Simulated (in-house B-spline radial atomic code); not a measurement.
Tl²⁺. Computed with a B-spline radial atomic code. Model: all-electron spherical atom, spin shells full or empty, radial basis limit, no spin-orbit coupling, Breit or QED, empty-state partial waves extrapolated as (l+1/2)^-4, RPA, G0W0 and static COHSEX of the highest shell as one setting changes (uncorrelated shells keep exact exchange).

In a row where one electron alone is correlated, RPA and GW hold only self-correlation.

Without the two-electron picture change, core correlation of heavy ions comes too large.

Given: element Tl; charge 2; filled core Xe; hamiltonian one-electron scalar X2C; mean-field start PBE; highest l of empty states 9; nuclear rms radius 5.4759 fm; highest mean-field shell 6s up.

Shell: 4f 7 7, 5d 5 5, 6s 1 0 (electrons up and down).

```json
{"lowest nl shells left uncorrelated": "0", "RPA correlation energy (hartree)": "-7.1596", "G0W0 level (eV)": "-30.565", "G0W0 minus most complete (meV)": "0", "COHSEX level (eV)": "-32.485"}
{"lowest nl shells left uncorrelated": "1", "RPA correlation energy (hartree)": "?", "G0W0 level (eV)": "?", "G0W0 minus most complete (meV)": "?", "COHSEX level (eV)": "?"}
{"lowest nl shells left uncorrelated": "2", "RPA correlation energy (hartree)": "?", "G0W0 level (eV)": "?", "G0W0 minus most complete (meV)": "?", "COHSEX level (eV)": "?"}
{"lowest nl shells left uncorrelated": "3", "RPA correlation energy (hartree)": "-6.0786", "G0W0 level (eV)": "-30.565", "G0W0 minus most complete (meV)": "0.2", "COHSEX level (eV)": "-32.485"}
{"lowest nl shells left uncorrelated": "4", "RPA correlation energy (hartree)": "-5.8774", "G0W0 level (eV)": "-30.569", "G0W0 minus most complete (meV)": "-3.6", "COHSEX level (eV)": "-32.494"}
{"lowest nl shells left uncorrelated": "5", "RPA correlation energy (hartree)": "-5.2552", "G0W0 level (eV)": "-30.567", "G0W0 minus most complete (meV)": "-2.3", "COHSEX level (eV)": "-32.493"}
{"lowest nl shells left uncorrelated": "6", "RPA correlation energy (hartree)": "-4.2233", "G0W0 level (eV)": "-30.558", "G0W0 minus most complete (meV)": "7", "COHSEX level (eV)": "-32.476"}
{"lowest nl shells left uncorrelated": "7", "RPA correlation energy (hartree)": "-4.032", "G0W0 level (eV)": "-30.579", "G0W0 minus most complete (meV)": "-13.6", "COHSEX level (eV)": "-32.524"}
{"lowest nl shells left uncorrelated": "8", "RPA correlation energy (hartree)": "-3.4572", "G0W0 level (eV)": "-30.58", "G0W0 minus most complete (meV)": "-15.2", "COHSEX level (eV)": "-32.531"}
{"lowest nl shells left uncorrelated": "9", "RPA correlation energy (hartree)": "-2.4834", "G0W0 level (eV)": "-30.553", "G0W0 minus most complete (meV)": "11.7", "COHSEX level (eV)": "-32.488"}
{"lowest nl shells left uncorrelated": "10", "RPA correlation energy (hartree)": "-2.281", "G0W0 level (eV)": "-30.606", "G0W0 minus most complete (meV)": "-40.5", "COHSEX level (eV)": "-32.586"}
{"lowest nl shells left uncorrelated": "11", "RPA correlation energy (hartree)": "-0.98653", "G0W0 level (eV)": "-30.464", "G0W0 minus most complete (meV)": "101.4", "COHSEX level (eV)": "-32.364"}
{"lowest nl shells left uncorrelated": "12", "RPA correlation energy (hartree)": "-0.5936", "G0W0 level (eV)": "-30.414", "G0W0 minus most complete (meV)": "151.5", "COHSEX level (eV)": "-32.309"}
{"lowest nl shells left uncorrelated": "13", "RPA correlation energy (hartree)": "-0.015793", "G0W0 level (eV)": "-29.25", "G0W0 minus most complete (meV)": "1315.2", "COHSEX level (eV)": "-30.148"}
```

(1) What follows for lowest nl shells left uncorrelated = 2?

(2) What follows for lowest nl shells left uncorrelated = 1?

Answers

(1) RPA correlation energy -6.7008 hartree; G0W0 level -30.566 eV; G0W0 minus most complete -0.7 meV; COHSEX level -32.487 eV.

(2) RPA correlation energy -6.9162 hartree; G0W0 level -30.565 eV; G0W0 minus most complete 0.1 meV; COHSEX level -32.485 eV.
